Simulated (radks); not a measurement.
Values are calculated unless marked as measured or tabulated.
Effect of the nuclear size on the selenium ion Se5+, [Ar] 3d10 4s1. Code: a radial shooting solver on a logarithmic mesh with Libxc functionals. Model: Dirac Kohn-Sham, relativistic LDA (MacDonald-Vosko exchange, VWN5 correlation), spin-unpolarised, spherical densities, finite nucleus; Fermi nuclear charge, rms radius 4.14 fm. The rms radius is varied about that value; shifts are against it.

rms radius (fm),total energy shift (eV),density at nucleus (e/bohr^3),1s1/2 shift (meV),2s1/2 shift (meV),3s1/2 shift (meV),3p1/2 shift (meV),4s1/2 shift (meV),5s1/2 (empty) shift (meV)
3.4569,-0.140,3.986e+04,-59.3,-5.91,-0.920,0.081,-0.131,-0.037
3.8875,-0.0545,3.953e+04,-23.1,-2.30,-0.358,0.032,-0.051,-0.015
4.14,0,3.935e+04,0.000,0.000,0.000,0.000,0.000,0.000
4.3843,0.0558,3.919e+04,23.6,2.35,0.366,-0.032,0.052,0.015
5.0467,0.222,3.88e+04,93.9,9.35,1.46,-0.129,0.207,0.059

Slopes of the eigenvalues against <r^2> in GHz/fm^2, as finite differences over the two radii next to the reference (eigenvalue slopes, not the field-shift constants of lines): 1s1/2 2750, 2s1/2 274, 3s1/2 42.6, 3p1/2 -3.77, 4s1/2 6.06, 5s1/2 (empty) 1.74.
